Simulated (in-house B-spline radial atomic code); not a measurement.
Results of a calculation; reference values are marked as such.
C6 from the polarisability at imaginary frequency: Te⁴⁺

PBE linear response of the closed shell [Kr] 4d10 5s2, from an all-electron radial atomic-structure program (B-spline basis); scalar-relativistic (spin-free one-electron X2C), finite nucleus, no spin-orbit coupling; shells from n = 3 respond.

The dispersion coefficient of two like species is C6 = (3/π) ∫ α(iu)² du from 0 to ∞.

```json
{"u (hartree)": "0", "α(iu) (bohr³)": "7.582"}
{"u (hartree)": "0.335", "α(iu) (bohr³)": "5.784"}
{"u (hartree)": "0.783", "α(iu) (bohr³)": "3.274"}
{"u (hartree)": "1.34", "α(iu) (bohr³)": "2.03"}
{"u (hartree)": "2.24", "α(iu) (bohr³)": "1.238"}
{"u (hartree)": "3.35", "α(iu) (bohr³)": "0.7898"}
{"u (hartree)": "5.03", "α(iu) (bohr³)": "0.4625"}
{"u (hartree)": "7.83", "α(iu) (bohr³)": "0.2391"}
{"u (hartree)": "11.2", "α(iu) (bohr³)": "0.1361"}
{"u (hartree)": "16.8", "α(iu) (bohr³)": "0.07135"}
{"u (hartree)": "28", "α(iu) (bohr³)": "0.03163"}
{"u (hartree)": "55.9", "α(iu) (bohr³)": "0.0101"}
```

Question: Fit one oscillator, α(iu) = α(0)/(1 + u²/ω²), through u = 0.335 and estimate C6.

Answer: From α(0)/α(iu) − 1 = 7.582/5.784 − 1 = 0.3109, ω = u/√0.3109 = 0.6008 hartree (16.3 eV). London's formula gives C6 = (3/4) α(0)² ω = 0.75 × 7.582² × 0.6008 = 25.91 hartree·bohr⁶, and the oscillator holds f = α(0) ω² = 2.74 electrons, of a sum of oscillator strengths of 41.4.

Question: How does that compare with the full integral?

Answer: The program's quadrature over all excitations gives C6 = 31.58, so the single oscillator is off by -18.0 %. At the last point the fit gives α = 0.000876 against 0.0101: higher excitations, and deeper shells where there are any, keep the true curve higher at large u.
